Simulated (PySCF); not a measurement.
# Assigning NMR signals

Atom-mapped SMILES (the numbers label the heavy atoms): `[CH2:1]=[CH:2][CH2:3]/[CH:4]=[N:5]/[CH:6]=[CH2:7]` (H(Xn): hydrogen on atom n). Ha(C1) is cis to C3; Ha(C7) is cis to N5; Hb(C1) is trans to C3; Hb(C7) is trans to N5.

- shielding tensors at PBE0/pcSseg-1 (GIAO)
- structure optimised with GFN2-xTB
- J couplings at B3LYP/pcJ-1 (spin–dipole term only in couplings to heteroatoms)
- program: PySCF 2.14.0 with density-fitted response routines
- one conformer, averaged over atoms made equivalent by symmetry, fast rotation or ring inversion, no solvent model, relativity neglected

Chemical shifts δ = σref − σ; ¹³C and ¹H vs TMS, all at this level.

(1) Assign these signals to the numbered atoms. ¹³C{¹H} NMR (computed): δ 167.1 (CH), 153.6 (CH), 142.7 (CH), 125.7 (CH2), 125.2 (CH2), 49.3 (CH2).

(2) Assign these signals to the numbered atoms. ¹H NMR (400 MHz, computed): δ 7.50 (t, J = 6.2 Hz, 1H), 6.96 (dd, J = 15.1, 8.0 Hz, 1H), 5.98 (d, J = 15.1 Hz, 1H), 5.97 (ddt, J = 17.6, 11.2, 8.2 Hz, 1H), 5.55 (dt, J = 17.6, 1.5 Hz, 1H), 5.45 (dt, J = 11.2, 1.1 Hz, 1H), 5.40 (d, J = 8.0 Hz, 1H), 3.18 (ddt, J = 8.2, 6.2, 1.3 Hz, 2H).

## Answers

(1) 
| δ (ppm) | atoms | environment | reason |
| --- | --- | --- | --- |
| 167.1 | C4 | C=N carbon | – |
| 153.6 | C6 | alkene CH | an sp2 carbon of a C=C bond |
| 142.7 | C2 | alkene CH | – |
| 125.7 | C7 | terminal =CH2 carbon | the olefinic region |
| 125.2 | C1 | terminal =CH2 carbon | – |
| 49.3 | C3 | allylic sp3 CH2 | aliphatic region, no heteroatom directly attached |

C7 and C1 lie closer than the usual error of such a calculation, so a measured spectrum could show them in the other order.

(2) 
| δ (ppm) | atoms | environment | reason |
| --- | --- | --- | --- |
| 7.50 | H(C4) | hydrogen on a C=N carbon | – |
| 6.96 | H(C6) | hydrogen on an alkene CH | a vinylic proton, deshielded by the sp2 carbon and the C=C anisotropy |
| 5.98 | Ha(C7) | hydrogen on a terminal =CH2 carbon | a vinylic proton, deshielded by the sp2 carbon and the C=C anisotropy |
| 5.97 | H(C2) | hydrogen on an alkene CH | a vinylic proton, deshielded by the sp2 carbon and the C=C anisotropy |
| 5.55 | Ha(C1) | hydrogen on a terminal =CH2 carbon | a vinylic proton, deshielded by the sp2 carbon and the C=C anisotropy |
| 5.45 | Hb(C1) | hydrogen on a terminal =CH2 carbon | – |
| 5.40 | Hb(C7) | hydrogen on a terminal =CH2 carbon | – |
| 3.18 | H(C3) | hydrogen on an allylic sp3 CH2 | allylic position |

Ha(C7) and H(C2); Ha(C1) and Hb(C1); Hb(C1) and Hb(C7) lie closer than the usual error of such a calculation, so a measured spectrum could show them in the other order.

Multiplet labels drop couplings under 1 Hz and merge nearly equal ones. Unscaled 3J(H,H) at this level run about 10 % above measured values. Shifts are as computed. Against solution values, carbons near 30 ppm lie about +3 ppm off and those near 130 ppm about +5 ppm. Of 1211 compounds with measured shifts, 218 miss one by over three times the rms of a fit or turn the order of signals round; such compounds aren't used in these exercises. Couplings across =CH–CH2 type bonds come from one rotamer and its mirror image, and can be 1–2 Hz further off.
